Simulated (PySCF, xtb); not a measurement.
C2H5O2, SMILES OC[CH]O, multiplicity 2. The values are those of a single conformer.

Harmonic wavenumbers (cm⁻¹) from GFN2-xTB in xtb at its own minimum, in rising order: 84, 261, 286, 365, 404, 627, 911, 967, 1069, 1127, 1196, 1231, 1254, 1324, 1352, 1450, 2679, 2950, 3077, 3531, 3584.

**Question.** What does PySCF 2.14.0 with PBE-D3(BJ)/def2-SVP give at its own minimum? (An estimate is asked for; the answer gives what the named calculation found.)

**Answer.** 110, 267, 345, 365, 457, 656, 889, 959, 1046, 1127, 1175, 1244, 1298, 1366, 1408, 1413, 2773, 3010, 3068, 3686, 3734. Paired by order, the mean absolute difference is 43 cm⁻¹ and the zero-point energies are 42.5 and 43.5 kcal/mol.
